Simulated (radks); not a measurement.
Question: All-electron atom: Nd in [Xe] 4f4 6s2. Method: Dirac Kohn-Sham, PBE, spin-unpolarised, spherical densities, point nucleus; open shells fill j = l - 1/2 first; computed with a radial shooting solver on a logarithmic mesh with Libxc functionals.

Spin-orbit splittings of the eigenvalues, e(l+1/2) - e(l-1/2), with zeta = 2 splitting/(2l+1) and mean radii in bohr:

shell  occ.  splitting (eV)  zeta (eV)  <r> j=l-1/2  <r> j=l+1/2
2p        6           520.1      346.7      0.08422      0.09063
3p        6           103.8      69.22       0.2556       0.2681
3d       10           22.44      8.976       0.2394       0.2433
4p        6           22.50      15.00       0.6238       0.6520
4d       10               ?          ?       0.7015       0.7116
4f        4          0.3999     0.1143        1.124        1.151
5p        6           3.014      2.009        1.668        1.760
5d        0          0.1660    0.06641        3.268        3.380
6p        0          0.1688     0.1125        5.924        6.244

Estimate the 4d splitting.

Answer: 3.974 eV (zeta = 1.590 eV).
